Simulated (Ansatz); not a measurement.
Born–Oppenheimer molecular dynamics of ClFH₄N₂Zr (9 atoms, charge 0, multiplicity 1). It starts from a relaxed structure.

All numbers below come from RKS PBE0/def2-SVP (Ansatz 0.2.0).

```yaml
ensemble: NVT, Langevin thermostat
time_step: 0.5 fs
steps_asked: 250
set_temperature: 300 K
friction: 0.001 /fs
seed: 993230
```

First frame:

```xyz
9
Properties=species:S:1:pos:R:3
Zr -0.021 0.010 -0.042
F -0.025 0.101 1.867
N 1.893 -0.058 -0.676
H 2.331 -0.750 -1.279
H 2.597 0.633 -0.419
Cl -1.082 1.897 -1.039
N -0.881 -1.696 -0.679
H -1.109 -2.506 -0.104
H -1.261 -1.850 -1.612
```

**Question.** How far do the bonds stretch over the last three quarters of this one trajectory? (Pairs bonded in most of those frames.)

**Answer.** 
```
   bond  mean (Å)  spread (Å)  shortest  longest
 Zr1–F2     1.917       0.026      1.88     1.95
 Zr1–N3     2.020       0.014      1.99     2.05
Zr1–Cl6     2.377       0.007      2.37     2.40
 Zr1–N7     2.016       0.021      1.97     2.04
  N3–H4     1.020       0.012      0.99     1.05
  N3–H5     1.021       0.013      1.00     1.05
  N7–H8     1.021       0.016      0.99     1.05
  N7–H9     1.022       0.013      1.00     1.05
```

Pairs bonded in part of these frames only: Zr1–H9 11 %.

Mean temperature of the second half: 181 K. The mean temperature of the second half is 40 % below the set value. A run of 0.12 ps of so small a system gives no equilibrium averages.

The run took 7.5 min on 4 threads of Arm Neoverse V2, with other jobs on the host, peak memory 0.26 GiB.
